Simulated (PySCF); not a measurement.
# Potential energy of CsBr⁺ along the bond

Set-up: PySCF, scalar-relativistic core potentials, basis sets Cs def2-SVP with ECP46, Br def2-SVP. Energies in eV from Cs⁺ + Br in their ground configurations at the same level. All curves are PBE0. state 1: ²Π (doublet), unpaired electrons π ↑; state 2: ²Σ⁺ (doublet), unpaired electrons σ ↑, a second solution, started from another occupation.

| R (Å) | state 1 | state 2 |
| --- | --- | --- |
| 3.288 | -0.0644 | 0.1231 |
| 3.441 | -0.1497 | 0.0694 |
| 3.594 | -0.1905 | 0.0389 |
| 3.708 | -0.2033 | 0.0252 |
| 3.823 | -0.2060 | 0.0170 |
| 3.938 | -0.2027 | 0.0118 |
| 4.091 | -0.1920 | 0.0086 |
| 4.282 | -0.1741 | 0.0074 |
| 4.511 | -0.1509 | 0.0082 |
| 4.817 | -0.1224 | 0.0105 |

**Question.** Put a parabola through the three lowest points of the state 1 curve and estimate Re, k and ωe (reduced mass 49.52 u; 1 eV/Å² = 0.16022 mdyn/Å; ωe = 1302.8·√(k/μ) cm⁻¹).

**Answer.** Through R = 3.708, 3.823, 3.938 Å the second-order coefficient is 0.227 eV/Å², so Re ≈ 3.817 Å, k ≈ 0.0727 mdyn/Å and ωe ≈ 50 cm⁻¹. A polynomial fit of higher order to the unrounded PBE0 energies gives Re = 3.809 Å, k = 0.0807 mdyn/Å, ωe = 52.6 cm⁻¹; anharmonicity and rounding make the difference.

The higher-order fit for each curve: state 1: Re = 3.809 Å, ωe = 52.6 cm⁻¹, De = 0.206 eV; state 2: Re = 4.287 Å, ωe = 15.5 cm⁻¹, minimum 0.007 eV above the ground-state fragments.

The bond is weak. Basis-set superposition, not corrected here, can be much of De in a small basis, most of all at correlated wavefunction levels. Spin–orbit coupling is left out, which matters for elements this heavy, above all for dissociation energies. For an ion De counts to the pair picked by the measured ionisation energies or electron affinities, which need not be the lowest pair at this level. The state is the lowest determinant that a PBE0 search found; another state may lie lower at other levels.
